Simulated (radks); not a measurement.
Results of a calculation; reference values are marked as such.
Q: Code: a radial shooting solver on a logarithmic mesh with Libxc functionals. Model: scalar-relativistic Kohn-Sham, exchange-only LDA, spin-polarised, spherical densities, finite nucleus; open shells are filled with parallel spins first (spin-orbit coupling, left out, can overturn this in heavy ions); Fermi nuclear charge, rms radius of each element as measured or else 0.836 A^(1/3) + 0.57 fm. Response by self-consistent Sternheimer equations with the Hartree and adiabatic exchange-only LDA kernel, the relativistic mass of each level held fixed and spin-orbit coupling left out. Rank Br6+, Cu, Kr7+, Rb8+, Zn+, Ge3+, Ga2+, As4+, Se5+ (NIST ground configurations) by static dipole polarisability, largest first.

A: Cu 44.51, Zn+ 17.08, Ga2+ 9.272, Ge3+ 5.821, As4+ 3.973, Se5+ 2.865, Br6+ 2.149, Kr7+ 1.660, Rb8+ 1.313 bohr^3.
